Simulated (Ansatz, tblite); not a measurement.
Cost and result up the ladder for SbH2Cl (4 atoms). Charge 0, multiplicity 1. Geometry: PBE0-D4/def2-TZVP.

```xyz
4

Sb    0.777    0.099    0.146
H     0.311   -0.808   -1.230
H    -0.127    1.439   -0.419
Cl   -0.961   -0.730    1.504
```

Ansatz on 4 threads of Arm Neoverse V1 on a shared host; xTB runs through tblite on one thread. Times are rough, summed over both states, and most runs start from the orbitals of an earlier one. PBE0-D4/def2-TZVP serves as the yardstick here, not as an exact answer. The other state is a triplet.

In the def2 sets Sb takes a core potential; there is no spin–orbit coupling. The xTB rows come from tblite.

xTB has no spin-polarisation term.

```
                            level  functions  wall time  vertical triplet (eV)  difference from PBE0-D4/def2-TZVP (eV)
                         GFN2-xTB         20    0.004 s                   4.26                                    0.38
                         GFN1-xTB         22    0.005 s                   5.78                                    1.90
                 PBE-D4/def2-TZVP         99      1.7 s                   3.76                                   -0.12
                PBE0-D4/def2-TZVP         99      2.1 s                   3.88                                    0.00
r2SCAN-D4/def2-TZVP (with forces)         99      4.1 s                   3.83                                   -0.05
```
